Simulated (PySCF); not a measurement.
## Effect of structural changes

Computed, not measured: TDA BHandHLYP/def2-SVP excited states, vertical, gas phase in PySCF. Geometry: GFN2-xTB.

Each molecule in one low-energy conformer. The parent is C=C=C=C[N+](C)(C)C.

Question: How does the vertical S1–T1 gap change along this series?
- C=C=C=C[N+](C)(C)C (base)
- COC=C=C=C[N+](C)(C)C (H replaced by OCH3)
- C#CC=C=C=C[N+](C)(C)C (H replaced by ethynyl)
- CN(C)C=C=C=C[N+](C)(C)C (H replaced by N(CH3)2)
- C=CC=C=C=C[N+](C)(C)C (H replaced by vinyl)

Answer: 
```
               molecule  S1 (eV)      S1 from  f(S1)  T1 (eV)    T1 from  S1 − T1 (eV)  S0–T1 spin-orbit coupling (cm⁻¹)  S1–T1 spin-orbit coupling (cm⁻¹)
     C=C=C=C[N+](C)(C)C     4.57  HOMO−1→LUMO  0.000     2.79  HOMO→LUMO          1.78                              0.04                              0.26
   COC=C=C=C[N+](C)(C)C     4.45  HOMO→LUMO+1  0.000     2.74  HOMO→LUMO          1.72                              0.11                              3.97
  C#CC=C=C=C[N+](C)(C)C     4.43  HOMO−1→LUMO  0.000     2.16  HOMO→LUMO          2.27                              0.08                              6.31
CN(C)C=C=C=C[N+](C)(C)C     4.14  HOMO→LUMO+1  0.000     2.50  HOMO→LUMO          1.63                              0.25                              1.71
  C=CC=C=C=C[N+](C)(C)C     4.64  HOMO−1→LUMO  0.000     2.14  HOMO→LUMO          2.50                              0.05                              1.36
```
The vertical S1–T1 gap is lowest for CN(C)C=C=C=C[N+](C)(C)C and highest for C=CC=C=C=C[N+](C)(C)C.
